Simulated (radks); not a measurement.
Task: These are the eigenvalues of the occupied orbitals of an atom or ion with whole-number occupations (hartree). Method: non-relativistic Kohn-Sham, PBE, spin-unpolarised, spherical densities, point nucleus; computed with a radial shooting solver on a logarithmic mesh with Libxc functionals.

1s: -299.9443
2s: -36.89629
2p: -32.39599
3s: -5.38038
3p: -3.99372
3d: -1.67451
4p: -0.72611

Which element is it, and in what charge state? The configuration may be excited.

Result: Z = 28, nickel, charge +2: Ni2+ in [Ar] 3d6 4p2. The list shows which subshells hold electrons but not how many an open one holds; the 1s level, -299.94 hartree, gives Z - s = 24.5 by -(Z - s)^2/2, which with screening narrows Z to a few neighbours, and the depths of the outer levels then fix element, charge and occupations together.
